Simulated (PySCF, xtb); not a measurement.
C2H6Zn, SMILES C[CH2][ZnH].

Harmonic wavenumbers (cm⁻¹) from GFN2-xTB in xtb 6.7.1 at its own minimum, in rising order: 96, 134, 262, 295, 442, 599, 943, 1000, 1041, 1226, 1247, 1419, 1479, 1502, 1515, 1530, 2959, 2967, 2984, 2992, 2999.

Q: What does PySCF with PBE-D3(BJ)/def2-SVP give at its own minimum? (Estimate from the structure and the level; the computed values follow.)

A: 174, 217, 416, 449, 533, 630, 907, 936, 1014, 1165, 1204, 1346, 1382, 1423, 1432, 1782, 2946, 2957, 3002, 3018, 3040. Paired by order, the mean absolute difference is 72 cm⁻¹ and the zero-point energies are 42.4 and 42.9 kcal/mol.
